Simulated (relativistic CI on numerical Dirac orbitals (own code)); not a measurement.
## L2,3 absorption of iron in several valence states

Computed multiplet spectra 2p⁶3dⁿ → 2p⁵3dⁿ⁺¹ (Dirac-Coulomb-Breit ions, Slater integrals scaled by 0.7, an assumed crystal field that grows with the charge, no charge transfer; 300 K; Lorentzian 0.4 eV and Gaussian 0.3 eV FWHM at both edges, so that L2 comes out sharper than in experiment). Peaks over 5 % are given in eV from the highest peak in the L3 region of each spectrum (height, largest 100). S of the lowest state is read from ⟨S²⟩, and the branching ratio is the share of L3, cut at the minimum between the edges.

Field parameters in Wybourne normalisation: Td as Oh with Dq negative (B⁴₀ = 21Dq, B⁴₄ = √(5/14) B⁴₀). The field is a parameter set, without covalency.

- Fe2+ (d6, Td, 10Dq = -8000 cm⁻¹): S = 2.00, high spin, branching ratio 0.74; peaks -2.2 (15), 0.0 (100), 1.1 (52), 2.5 (28), 3.7 (10), 10.9 (12), 11.9 (30), 12.7 (31), 13.2 (30), 15.1 (10)
- Fe3+ (d5, Td, 10Dq = -10300 cm⁻¹): S = 2.50, high spin, branching ratio 0.75; peaks -2.2 (16), 0.0 (100), 0.9 (37), 2.8 (8), 3.6 (11), 11.2 (11), 12.7 (16), 13.4 (18), 14.1 (23)
- Fe4+ (d4, Td, 10Dq = -12600 cm⁻¹): S = 1.99, high spin, branching ratio 0.70; peaks -2.8 (20), -2.0 (23), 0.0 (100), 0.6 (95), 2.6 (44), 8.3 (22), 9.7 (20), 10.5 (19), 13.4 (36), 14.4 (22), 15.4 (11)
- Fe5+ (d3, Td, 10Dq = -14950 cm⁻¹): S = 1.48, branching ratio 0.65; peaks -2.8 (15), -1.7 (25), 0.0 (100), 2.2 (46), 3.8 (17), 9.0 (23), 9.9 (19), 10.7 (40), 12.6 (31), 13.3 (37)

The centroid of the whole edge, which also moves with the branching ratio, lies at 713.4 (Fe2+), 716.1 (Fe3+), 719.7 (Fe4+), 724.6 (Fe5+) eV in this ionic model, in steps of 2.7 to 4.9 eV. Compounds show about 1 to 2 eV a unit and lower energies for the high valences, since ligands screen the charge. The multiplet shape follows the d count and the spin state, and so serves as a fingerprint of valence.
